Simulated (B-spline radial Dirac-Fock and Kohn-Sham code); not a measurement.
## Br: input and output of one calculation

ΔSCF core binding energies without Breit or QED terms, calculated with an atomic code on a B-spline grid. Keys: rel is the Hamiltonian (dirac, or spin-free x2c and nr, where L3 and M5 stand for the whole 2p and 3d shells), method is hf or an exchange,correlation pair (spin-unpolarised, also for the hole states), nuc the nuclear model, radius_factor scales its radius, rmax is the box in bohr, h the logarithmic mesh step, order the B-spline order, points the quadrature points per cell, c_factor scales the speed of light, and damp, ndamp, maxit and tol steer the iteration. The run stops when the commutator error falls below 10·tol·max(1, Z/10), or the numerical noise floor, and the energy has settled to about 1e-8 Ha; the virial ratio is −V/T.

Input (task.json):

```json
{"items": [{"Z": 35, "q": 0, "cfg": [[1, 0, 2], [2, 0, 2], [2, 1, 6], [3, 0, 2], [3, 1, 6], [3, 2, 10], [4, 0, 2], [4, 1, 5]], "A": 79, "rrms": 4.1629, "do": "settings", "holes": ["K", "L3", "M5"],
  "settings": [{"rel": "dirac", "method": "hf", "nuc": "fermi", "radius_factor": 1.0, "rmax": 45.0, "h": 0.3, "order": 8, "points": 10, "c_factor": 2.0, "maxit": 60, "damp": 0.5, "ndamp": 3, "tol": 1e-08}]}]}
```

Command: `python xray2_run.py task.json out`

Ground-state iterations:

```
iter   energy (Ha)        error
   1    -2579.72414050  1.27e+00
   2    -2580.24249555  1.23e-01
   3    -2580.37776548  2.86e-02
   4    -2580.38257687  1.09e-02
   5    -2580.38294676  2.52e-03
   6    -2580.38300665  8.48e-04
   7    -2580.38301446  1.20e-04
   8    -2580.38301475  1.25e-05
   9    -2580.38301475  6.42e-07
  10    -2580.38301475  9.94e-08
```

The ground state converged in 10 iterations, with total energy -2580.38301 Ha, virial ratio 1.99384 and highest orbital energy -12.39 eV. ΔSCF binding energies: K (1s) 13338.6 eV, M5 (3d5/2) 78.24 eV. Holes are computed only in closed shells, and unreliable hole states are left out.
